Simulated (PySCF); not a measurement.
CH5ClFNSi2, SMILES F[Si@@H]1CN[Si@H]1Cl. Heavy atoms are numbered as in [F:1][Si@@H:2]1[CH2:3][NH:4][Si@H:5]1[Cl:6]. Hydrogens are named by the atom that carries them.

Geometry optimised at B3LYP-D3(BJ)/def2-SVP. The structure was generated by enumeration; whether it is a known compound was not checked.

These are B3LYP/pcSseg-1 run with PySCF values and carry that method's errors.

GIAO shieldings, no solvent; atoms alike by connectivity are averaged. δ = σ(ref) − σ: ¹⁹F against CFCl3 (σ = 161.7 ppm); ²⁹Si against TMS (σ = 338.7 ppm); ¹³C against TMS (σ = 181.3 ppm); ¹⁵N against NH3 (σ = 265.5 ppm); ³⁵Cl against HCl (σ = 933.3 ppm); ¹H against TMS (σ = 31.68 ppm), references at their B3LYP-D3(BJ)/def2-TZVP geometries, non-relativistic (without spin–orbit terms, shifts of atoms bonded to Cl or Br come out too high).

```csv
nucleus,atoms,count,δ (ppm)
¹⁹F,F1,1,-215.2
²⁹Si,Si2 (SiH),1,48.8
²⁹Si,Si5 (SiH),1,12.1
¹³C,C3 (CH2),1,49.8
¹⁵N,N4 (NH),1,71.2
³⁵Cl,Cl6,1,92.2
¹H,H on Si5,1,6.26
¹H,H on Si2,1,6.05
¹H,H on C3,2,3.65
¹H,H on N4,1,1.95
```
